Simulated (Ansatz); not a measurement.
Reactions of CH₇NOSn, SMILES `[CH3][SnH]([NH2])[OH]`.

Program: Ansatz. Geometries: PBE0-D4/def2-TZVP. ΔE: electronic, gas phase. CCSD(T)/CBS is the MP2 limit (def2-TZVPP, def2-QZVPP) plus CCSD(T) − MP2 in def2-TZVPP, frozen cores. This one scheme is used for every species. DFT in def2-TZVPP. def2 core potentials past Kr. For Sn outer-core shells are correlated without core-valence functions, which leaves a few kJ/mol of doubt a bond. Each species was taken in one conformer, which may not be the lowest.

```tsv
reaction	CCSD(T)/CBS(def2) (kJ/mol)
`[CH3][SnH]([NH2])[OH]` + HCl → `[NH2][SnH]([OH])[Cl]` + CH₄	-116
`[CH3][SnH]([NH2])[OH]` + H–F → `[CH3][SnH]([NH2])[F]` + H₂O	-39
`[CH3][SnH]([NH2])[OH]` → CH₄ + `[NH2][Sn][OH]`	-51
`[CH3][SnH]([NH2])[OH]` + H₂ → `[NH2][SnH2][OH]` + CH₄	?
```

(1) Fill in the missing values. (Estimate.)

Largest T1 diagnostic: 0.017, for `[NH2][Sn][OH]`.

Answers

(1) Computed: `[CH3][SnH]([NH2])[OH]` + H₂ → `[NH2][SnH2][OH]` + CH₄: -22.6 kJ/mol.
